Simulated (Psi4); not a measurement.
thallium atom (Tl), doublet (core potentials on Tl). Base run: CAM-B3LYP/def2-SVP run with Psi4.

Psi4 was given this input:
```
memory 2 GB

molecule {
0 2
Tl    0.00000000    0.00000000    0.00000000
}

set {
  basis def2-svp
  reference uks
}

energy('cam-b3lyp')
print_variables()
```

The base run was repeated with changes; each row names its change, and settings that it needs were set with it.

```tsv
change	basis functions	E (Eh)
base	26	-172.45995
basis = def2-SV(P)	26	-172.45995
basis = def2-SVPD	32	-172.46011
basis = def2-TZVPP	50	-172.46382
basis = def2-TZVP	50	-172.46382
basis = def2-TZVPD	56	-172.46385
basis = def2-QZVP	82	-172.46445
basis = def2-QZVPP	82	-172.46445
```

Totals compare only among sets that treat the same electrons; sets with core potentials leave the core out.

Open shells are given as the SCF converged; they aren't shown to be the lowest states, and a large step between rows can be another state.
